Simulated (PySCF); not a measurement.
C4H8OSi, SMILES C#C[SiH2]CCO. Atoms are numbered in the order given.

```xyz
14

C      1.9228    -2.0255     0.0369
C      1.5275    -0.8703     0.0085
Si     0.8898     0.8508    -0.0051
C     -0.8035     0.9050     0.8368
C     -1.7687    -0.1488     0.2962
O     -1.8095    -0.1679    -1.1176
H      2.2753    -3.0416     0.0549
H      1.8423     1.7153     0.7561
H      0.8383     1.3529    -1.4079
H     -1.2185     1.9227     0.7004
H     -0.6661     0.7783     1.9257
H     -1.4268    -1.1523     0.5975
H     -2.7808    -0.0066     0.7290
H     -2.1150     0.7004    -1.4136
```

The structure is a stationary point at r2SCAN-D4/def2-SVP. This is a generated structure with no PubChem entry under its InChIKey; it may be hypothetical. Other conformers were not sampled.

Two levels are set side by side: PBE/pcSseg-1 (PySCF) and B3LYP/pcSseg-1 (PySCF). GIAO shifts against H2O (¹⁷O), TMS (²⁹Si), TMS (¹H), TMS (¹³C) at the same level; non-relativistic, no solvent, atoms listed together averaged. Differences are taken from unrounded values.

```json
[
 {"quantity": "δ(¹³C) of C1 (ppm)", "B3LYP": "105.1"},
 {"quantity": "δ(¹³C) of C2 (ppm)", "B3LYP": "85.4"},
 {"quantity": "δ(²⁹Si) of Si3 (ppm)", "B3LYP": "-67.7"},
 {"quantity": "δ(¹³C) of C4 (ppm)", "B3LYP": "22.6"},
 {"quantity": "δ(¹³C) of C5 (ppm)", "B3LYP": "65.6"},
 {"quantity": "δ(¹⁷O) of O6 (ppm)", "B3LYP": "58.9"},
 {"quantity": "δ(¹H) of H7 (ppm)", "B3LYP": "2.56"},
 {"quantity": "δ(¹H) of H14 (ppm)", "B3LYP": "0.02"}
]
```

### Question
What does PBE give, and how far is it from B3LYP? (An estimate is asked for; the answer gives what the named calculation found.)

### Answer

```csv
quantity,PBE,PBE minus B3LYP
δ(¹³C) of C1 (ppm),104.2,-0.9
δ(¹³C) of C2 (ppm),84.4,-0.9
δ(²⁹Si) of Si3 (ppm),-70.2,-2.5
δ(¹³C) of C4 (ppm),22.9,0.3
δ(¹³C) of C5 (ppm),67.0,1.4
δ(¹⁷O) of O6 (ppm),65.6,6.7
δ(¹H) of H7 (ppm),2.55,-0.01
δ(¹H) of H14 (ppm),-0.13,-0.15
```

Rough cost on one machine, each run with all the roots and properties that it gave: B3LYP against PBE within a factor of 2.
